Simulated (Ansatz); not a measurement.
Isolated molecules relaxed with PBE0-D4/def2-TZVP in Ansatz; ΔE leaves out vibrations. CBS: MP2 limit from def2 TZ/QZ plus the TZ coupled-cluster correction, frozen cores. This one scheme is used for every species. def2 core potentials past Kr. For Ta outer-core shells are correlated without core-valence functions, which leaves a few kJ/mol of doubt a bond. One conformer a species, not always the lowest.

`[NH]=[Ta]([OH])([OH])[Cl]` + NH₃ → `[NH]=[Ta]([NH2])([OH])[Cl]` + H₂O  (ligand exchange at a Ta–O bond)

`[NH]=[Ta]([OH])([OH])[Cl]`:

```xyz
8

N    -0.556    0.506    1.298
Ta   -0.067   -0.363   -0.152
O    -0.654    0.605   -1.677
O     1.829   -0.474   -0.194
Cl   -1.010   -2.487   -0.119
H    -0.850    0.979    2.136
H    -1.168    1.410   -1.734
H     2.476   -0.175    0.443
```

NH₃:

```xyz
4

N     0.226   -0.057   -0.159
H     0.254   -0.550    0.725
H     0.154    0.931    0.054
H    -0.634   -0.324   -0.621
```

`[NH]=[Ta]([NH2])([OH])[Cl]`:

```xyz
9

N     0.053    1.640   -0.498
Ta   -0.438    0.083    0.162
N     0.547   -1.229   -0.929
O     0.073   -0.090    1.989
Cl   -2.741   -0.226   -0.037
H     0.258    2.567   -0.831
H     1.136   -1.020   -1.718
H     0.570   -2.218   -0.721
H     0.541    0.494    2.584
```

H₂O:

Z-matrix (Å, degrees):
```
O
H 1 0.960
H 1 0.960 2 105.1
```

```tsv
level	ΔE (kJ/mol)
HF/def2-SVP	52.5
HF/CBS(def2)	52.9
```

Problem. What does CCSD(T)/CBS give? (An estimate is asked.)

Solution. Ansatz gave: +41.7 kJ/mol. The listed levels differ from it by 10.8, 11.2 kJ/mol.

Largest T1 diagnostic among the species: 0.018.

Leaving LDA and LC-ωPBE aside and taking each functional with its dispersion term where it has one, the values, not all of them listed here, spread over 8.3 kJ/mol, from PBE-QIDH to B97M-V. LDA lies −3.4 kJ/mol from PBE without D4. In def2-TZVPP, CCSD(T) changes the Hartree–Fock value by −9.3 kJ/mol (the triples alone add −0.8 kJ/mol) and MP2 by −11.3 kJ/mol. At CCSD(T), def2-SVP lies +6.7 kJ/mol from the extrapolated value and def2-TZVPP +2.4 kJ/mol.
